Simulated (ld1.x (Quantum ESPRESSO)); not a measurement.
# O, RRKJ: configuration errors across variants

O, norm-conserving RRKJ (Kleinman–Bylander form), made with ld1.x (Quantum ESPRESSO) 7.5 (LDA (PZ), scalar-relativistic). Core [He], reference 2s2 2p2 (charge +2). Waves: 2p (bound): rc 1.85 bohr; 2s (bound): rc 0.85 bohr. Local part: the s channel. Core correction: none.

All-electron excitation energies from the reference (eV): (1) 2s2 2p4 -50.292; (2) 2s2 2p3 -33.708; (3) 2s2 2p1 53.964; (4) 2s2 2p0 130.919; (5) 2s2 2p4.3 -52.466; (6) 2s1 2p4 -18.870; (7) 2s2 2p3.5 -43.926; (8) 2s2 2p2 spin -2.234; (9) 2s2 2p4 spin -51.701.

Spin tests fill each open shell by Hund’s rule, majority spin first.

2 further variants failed, have other tests or another functional or relativity, and are left out.

Errors AE − PS in meV (a dash: test not solved or not reliable):

```tsv
change	(1)	(2)	(3)	(4)	(5)	(6)	(7)	(8)	(9)	bound ghosts
base	+646	+275	+592	+3162	+711	+704	+481	+27	+709	none
core correction a·sin(br)/r model core inside 1.04 bohr	+646	+275	+591	+3161	+711	+704	+481	+26	+709	none
all radii scaled by about 0.83 (s 0.70, p 1.54 bohr)	+248	+114	+284	+1632	+268	+329	+192	+163	+354	none
local potential the p channel	+148	+115	+375	+2201	+115	+416	+159	+92	+238	none
wave 2p (bound): rc 1.85 bohr becomes 2p (bound): rc 1.78 bohr	+510	+222	+495	+2694	+559	+587	+384	+66	+586	none
type TM	+413	+182	+418	+2309	+451	+494	+313	+100	+499	none
local potential all-electron potential smoothed inside 1.75 bohr (lloc = -2)	+540	+247	+573	+3116	+578	+670	+419	+23	+605	none
```

**Question.** Give the same row for: wave 2s (bound): rc 0.85 bohr becomes 2s (bound): rc 0.66 bohr.

**Answer.** +644, +274, +591, +3158, +709, +703, +480, +27, +707; bound ghosts: none.
